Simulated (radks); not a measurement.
Spherical quantum dot in the effective-mass picture: electrons in a well V = -V0 / (1 + exp((r - R)/a)) with V0 = 11.3, R = 3.85, a = 0.3, all in effective atomic units (hartree* = m*/eps^2 hartree, bohr* = eps/m* bohr), one dielectric constant everywhere. Calculated with a radial shooting solver with Libxc functionals: non-relativistic Kohn-Sham, LDA (Slater exchange, Perdew-Wang correlation), spin-polarised, spherical densities. Levels are named by radial order and angular momentum (1s, 1p, 1d, 2s, ...), and open shells are averaged over m. Results are scaled to m* = 0.38 and eps = 16, for which hartree* = 40.39 meV and bohr* = 2.228 nm.

N = 12, configuration 1s2 1p6 1d(up 4, down 0). This is the lowest configuration that the search found. Occupied and some empty levels:

| level | occupation | eigenvalue (meV) | <r> (nm) |
|---|---|---|---|
| 1s up | 1 | -266.36 | 4.996 |
| 1s down | 1 | -263.72 | 4.953 |
| 1p up | 3 | -256.31 | 5.401 |
| 1p down | 3 | -253.45 | 5.388 |
| 1d up | 4 | -240.77 | 5.716 |
| 1d down | 0 | -237.82 | 5.715 |
| 1f up | 0 | -220.72 | 5.976 |
| 2s up | 0 | -219.30 | 4.051 |
| 2s down | 0 | -217.83 | 4.058 |
| 1f down | 0 | -217.77 | 5.982 |
| 2p up | 0 | -194.39 | 4.704 |
| 2p down | 0 | -192.57 | 4.698 |

Energy (meV): total -4050.39, kinetic 340.93, external -5294.4, Hartree 1083.5, exchange-correlation -180.40.
